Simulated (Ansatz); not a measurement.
SeSn (`[Se][Sn]`). Charge 0, multiplicity 1. Sn: def2 effective core potential.

Z-matrix (Å, degrees):
```
Se
Sn 1 2.325
```

Q: What are the harmonic wavenumbers in cm⁻¹ at PBE0-D4/def2-TZVP (Ansatz, finite differences of forces, unscaled)? (Estimate.)

A: Computed: 341.

Q: Is this a minimum?

A: Yes, all 1 modes are real.

Q: Give the ideal-gas thermochemistry at 298.15 K and 1 bar (rigid rotor, harmonic oscillator; point group C∞v, symmetry number 1).

A: Zero-point energy 2.0 kJ/mol; H(298) − E = 11.7 kJ/mol; entropy 255.1 J/(mol·K), of which translation 174.8, rotation 75.3, vibration 5.1; G(298) − E = -64.4 kJ/mol.

Q: And at 400, 500, 600, 800 and 1000 K?

A: 
```
T (K)  H − E (kJ/mol)  S (J/mol/K)  G − E (kJ/mol)
  400            15.4        265.8           -90.9
  500            19.0        273.9          -117.9
  600            22.7        280.6          -145.7
  800            30.1        291.3          -202.9
 1000            37.6        299.6          -262.0
```

Q: Rotational constants (cm⁻¹)?

A: 0.06574.
